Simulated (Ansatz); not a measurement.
`O=C(O)C[SiH3]` → `O/C=C/[SiH2]O`  (isomerisation)

Program: Ansatz. Geometries: PBE0-D4/def2-TZVP. ΔE: electronic, gas phase. CBS: MP2 limit from def2 TZ/QZ plus the TZ coupled-cluster correction, frozen cores. Functionals use def2-TZVPP. B3LYP here is the variant with VWN-RPA as its local correlation; programs differ in this. Each species was taken in one conformer, which may not be the lowest.

```tsv
level	ΔE (kJ/mol)	difference from CCSD(T)/CBS
PBE-D4	-21.7	19.7
r2SCAN-D4	-28.8	12.6
B3LYP-D4	-33.5	7.9
ωB97X-V	-21.1	20.3
ωB97M-V	-30.4	11.0
B2PLYP	-34.7	6.7
r2SCAN	-28.9	12.5
B3LYP	-34.0	7.4
HF/def2-TZVPP	-31.6	9.8
MP2/def2-TZVPP	-37.8	3.6
CCSD/def2-TZVPP	-34.7	6.7
CCSD(T)/def2-TZVPP	-33.3	8.1
HF/def2-QZVPP	-33.4	8.0
SCS-MP2/def2-QZVPP	-41.1	0.3
HF/CBS(def2)	-33.6	7.8
MP2/CBS(def2)	-45.9	-4.5
CCSD(T)/CBS	-41.4	0
```

Largest T1 diagnostic among the species: 0.014.

From PBE to PBE0 (25 % exact exchange), in def2-TZVPP and without D4, ΔE moves by −3.6 kJ/mol.
